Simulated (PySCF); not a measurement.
Molecule: CH$_{3}$Br$_{2}$Ga, net charge 0, singlet state. 
Geometry from a B3LYP-D3(BJ)/def2-TZVP (Ansatz) optimisation:
```xyz
7

C     -2.4703    -0.7236    -0.1808
Ga    -0.5919    -0.1758    -0.0496
Br     1.1476    -1.6847     0.0029
Br     0.0418     2.0348     0.0886
H     -2.5398    -1.7110    -0.6328
H     -3.0244     0.0050    -0.7701
H     -2.8933    -0.7589     0.8239
```

Dispersion corrections to the total energy (kcal/mol) from the dftd3 and dftd4 libraries through PySCF: D3(BJ) without and D4 with the three-body term, each with the damping fitted for the functional named.

```tsv
functional	D3(BJ)	D4
BHLYP	-6.74	-6.84
r2SCAN	-1.13	-1.00
BLYP	-8.80	-9.01
TPSS	-5.10	?
TPSSh	-4.86	-5.24
BP86	-7.59	?
B2GP-PLYP	?	-1.93
```

Problem. Fill in the missing entries.

Solution. 
- TPSS, D4: -5.79
- BP86, D4: -6.32
- B2GP-PLYP, D3(BJ): -5.45
